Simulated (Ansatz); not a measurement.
Relaxation of C₂H₂ClIOSi (8 atoms, charge 0, multiplicity 1), to a largest force component of 0.02 eV/Å in at most 50 steps.

Level of theory: RKS revPBE-D4/def2-SVP in Ansatz 0.2.0.

```xyz
8
Properties=species:S:1:pos:R:3:forces:R:3
Cl -2.213 -1.272 -0.143 0.00 0.26 -0.30
C -0.737 -0.367 -0.112 -3.00 -1.60 -0.12
C -0.121 0.507 -0.951 -1.51 -0.88 -0.39
I -0.660 1.290 -2.866 0.27 -0.19 0.64
O 1.020 0.758 -0.314 4.11 3.64 -1.87
Si 0.676 -0.197 1.006 0.13 -1.63 1.50
H 1.626 -1.371 1.084 -0.11 0.30 0.19
H 0.502 0.595 2.240 0.11 0.10 0.35
```

Task: Where does it end, and by what steps?

Result: The forces met the threshold. After 8 steps the energy has fallen by 0.542 eV; Cl1 moved furthest, 0.18 Å.

| step | energy less start (eV) | largest force component (eV/Å) | accepted |
| --- | --- | --- | --- |
| 0 | 0.0000 | 4.107 | yes |
| 1 | -0.4257 | 1.533 | yes |
| 2 | -0.5168 | 0.493 | yes |
| 3 | -0.5300 | 0.393 | yes |
| 4 | -0.5397 | 0.216 | yes |
| 5 | -0.5411 | 0.108 | yes |
| 6 | -0.5407 | 0.097 | no |
| 7 | -0.5417 | 0.026 | yes |
| 8 | -0.5417 | 0.006 | yes |

```xyz
8
Properties=species:S:1:pos:R:3
Cl -2.303 -1.208 -0.286
C -0.793 -0.424 -0.102
C -0.132 0.454 -0.923
I -0.691 1.234 -2.793
O 1.076 0.841 -0.374
Si 0.689 -0.210 1.007
H 1.683 -1.321 1.141
H 0.563 0.578 2.274
```

Whether the end is a true minimum wasn't checked by a vibrational analysis.

Run time: 52 s on 2 threads of Arm Neoverse N1 (shared host), peak memory 0.18 GiB.
